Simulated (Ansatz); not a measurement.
```xyz
10

C     1.2200   -0.9012    0.6366
O     0.8986    0.0846   -0.3286
Si   -0.5794    0.5749   -0.7140
O    -1.3868    0.9506    0.6391
F    -1.3814   -0.5534   -1.4903
Cl   -0.4086    2.1422   -1.9825
H     0.9120   -1.8932    0.2953
H     0.7407   -0.6845    1.5946
H     2.3017   -0.8935    0.7695
H    -2.3167    1.1736    0.5802
```

Charge 0, multiplicity 1.

(1) List the PBE0/def2-TZVPP orbital energies in eV (Ansatz). (Estimate.)

## Answers

(1) Computed: Occupied: -2767.53, -1804.99, -674.04, -523.34, -523.19, -279.77, -259.40, -197.67, -197.54, -197.54, -147.00, -101.71, -101.69, -101.67, -33.52, -29.23, -28.67, -23.37, -19.78, -16.43, -14.88, -14.21, -13.51, -13.05, -12.79, -12.64, -11.88, -10.91, -10.48, -9.73, -9.52, -9.37, -8.97. Lowest empty: 0.50, 1.61, 1.70, 2.25, 2.69, 3.20, 3.46, 3.84.
